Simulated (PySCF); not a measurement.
Si(F)2(H)(Ph), SMILES c1c(cccc1)[SiH](F)F (C6H6F2Si), singlet (GFN2-xTB optimised geometry):

```
15

Si    -2.528     0.004     0.000
F     -3.072     1.510     0.000
F     -3.072    -0.560     1.396
C     -0.654     0.004     0.000
C      0.064    -0.988     0.668
C      1.446    -0.993     0.664
C      2.141    -0.005    -0.014
C      1.446     0.986    -0.687
C      0.064     0.988    -0.682
H     -3.221    -0.705    -1.051
H     -0.472    -1.759     1.203
H      1.984    -1.767     1.192
H      3.221    -0.008    -0.018
H      1.984     1.759    -1.216
H     -0.472     1.767    -1.205
```

Calculation: PySCF with B3LYP/def2-TZVP.

Q: What are the frontier orbital energies and the dipole moment?

A: HOMO-2 -8.95 eV, HOMO-1 -7.61 eV, HOMO -7.51 eV, LUMO -1.25 eV, LUMO+1 -0.81 eV; dipole moment 2.91 D.

On the same geometry PBE/def2-TZVP (PySCF) gives HOMO-2 -7.69 eV, HOMO-1 -6.85 eV, HOMO -6.75 eV, LUMO -1.95 eV, LUMO+1 -1.54 eV; dipole moment 2.79 D.

Meta-Löwdin charges at B3LYP/def2-TZVP: Si1 1.34, F2 -0.50, F3 -0.50, C4 -0.27, C5 -0.10, C6 -0.11, C7 -0.10, C8 -0.11, C9 -0.10, H10 -0.14, H11 0.12, H12 0.12, H13 0.12, H14 0.12, H15 0.12.
